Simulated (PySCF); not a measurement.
These 2 structures share the formula C2H9BiSi. Method: PBE0-D3(BJ)/def2-SVP geometry optimisation, gas phase, def2 core potentials past Kr in PySCF. Energies are electronic, without zero-point or thermal terms, for one conformer each. No frequencies were run at this level. Point groups hold within 0.08 Å.

**Question.** Order them by energy at this level, lowest first, and give relative energies in kcal/mol.
A. `[CH3:1][BiH:2][CH2:3][SiH3:4]` with C1–Bi2–C3–Si4 76°
B. BiMe2(SiH3), `[CH3][Bi]([CH3])[SiH3]`

**Answer.** B (0.0), A (9.7).

```json
{"SMILES": "[CH3][Bi]([CH3])[SiH3]", "E (Eh)": "-585.37052", "E rel (kcal/mol)": "0.0", "dipole (D)": "1.05", "point group": "near Cs", "A, B, C (MHz)": "3050, 1789, 1676"}
{"SMILES": "[CH3][BiH][CH2][SiH3]", "E (Eh)": "-585.35503", "E rel (kcal/mol)": "9.7", "dipole (D)": "0.71", "point group": "C1", "A, B, C (MHz)": "4673, 1266, 1101"}
```
